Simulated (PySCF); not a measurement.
C3H4, SMILES C1CC=1. Heavy atoms are numbered as in [CH:1]1=[CH:2][CH2:3]1. Hydrogens are named by the atom that carries them.

Coordinates come from a B3LYP-D3(BJ)/def2-TZVP optimisation.

All values below come from PBE/def2-TZVPD in PySCF.

Mulliken values depend strongly on the basis, most of all with diffuse functions as here. Atomic charges (e), one atom of each kind:

```tsv
atom	Mulliken	IAO
C1 (CH)	-0.21	(withheld)
C3 (CH2)	-0.32	(withheld)
H on C1	0.21	(withheld)
H on C3	0.16	(withheld)
```

Problem. Some entries are withheld; supply them. (An estimate is asked for; the answer gives what the named calculation found.)

Solution. 
- C1 (CH), IAO: -0.15
- C3 (CH2), IAO: -0.29
- H on C1, IAO: 0.17
- H on C3, IAO: 0.13
